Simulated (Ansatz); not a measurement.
Basis-set extrapolation for C₂H₉N₃Si, SMILES `C=C[Si](N)(N)N` (PBE0-D4/def2-TZVP geometry, frozen core, Ansatz 0.2.0). Multiplicity 1, RHF reference.

```
                      def2-TZVPP   def2-QZVPP
                 HF  -533.469815  -533.491292
    MP2 correlation    -1.087714    -1.164563
CCSD(T) correlation    -1.180074      not run
```

Energies in hartree. Use E(X) = E(∞) + A·exp(−7.88·√X) for Hartree–Fock and E(X) = E(∞) + B·X^(−2.97) for correlation, with X = 3 and 4, and add CCSD(T) minus MP2 of the smaller set to the MP2 limit.

**Question.** What is the CCSD(T) energy at the basis-set limit?

**Answer.** HF limit: -533.491292 + (-0.021477) × 0.13774 = -533.49425. MP2 limit: -1.164563 + (-0.076849) × 0.74074 = -1.22149. Higher-order term: -1.180074 − (-1.087714) = -0.09236. Total: -534.80810 hartree, 415.4 kJ/mol below CCSD(T)/def2-TZVPP.
